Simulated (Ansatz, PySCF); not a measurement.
ClGa, charge -1, doublet, at a GFN2-xTB geometry (such geometries of metal compounds can be far from the true shape) (a state made from the parent by changing its charge; the spin is typed, not shown lowest) (in this run its highest filled SCF level lies above zero, so its values depend strongly on the basis, on diffuse functions most of all). Base run: PBE0/6-31G** run with PySCF.

Here is a job for PySCF.
```python
from pyscf import gto, scf, dft

mol = gto.Mole()
mol.atom = '''
    Ga   -0.000000   -0.000000   -0.854968
    Cl    0.000000    0.000000    1.559059
'''
mol.basis = '6-31g**'
mol.charge = -1
mol.spin = 1
mol.verbose = 4
mol.build()

mf = dft.UKS(mol)
mf.xc = 'pbe0'
mf.kernel()
```

The same geometry, method and basis name were run in Ansatz (a quantum-chemistry and plane-wave program) and PySCF, at each program's defaults and at the settings that a row names. The base is PySCF at its defaults. Differences at the defaults can come from grids, fitting, cores and function types together.

```json
[
 {"code and settings": "PySCF, defaults (exact integrals, its default grid, spherical functions)", "ΔE vs base (µEh)": "0.0", "basis functions": "50", "E (Eh)": "-2384.42184", "SCF cycles": "10"},
 {"code and settings": "Ansatz, defaults (factorised integrals, its default grid, Cartesian functions)", "ΔE vs base (µEh)": "-6552", "basis functions": "54", "E (Eh)": "-2384.42839", "SCF cycles": "-"},
 {"code and settings": "PySCF, density fitting with def2-universal-jkfit", "ΔE vs base (µEh)": "22.1", "basis functions": "50", "E (Eh)": "-2384.42182", "SCF cycles": "10"},
 {"code and settings": "PySCF, fine grid", "ΔE vs base (µEh)": "0.9", "basis functions": "50", "E (Eh)": "-2384.42184", "SCF cycles": "10"},
 {"code and settings": "Ansatz, high accuracy, Cartesian functions as the basis file defines them", "ΔE vs base (µEh)": "-6553", "basis functions": "54", "E (Eh)": "-2384.42839", "SCF cycles": "-"}
]
```

Open shells are given as the SCF converged; they aren't shown to be the lowest states, and a large step between rows can be another state.
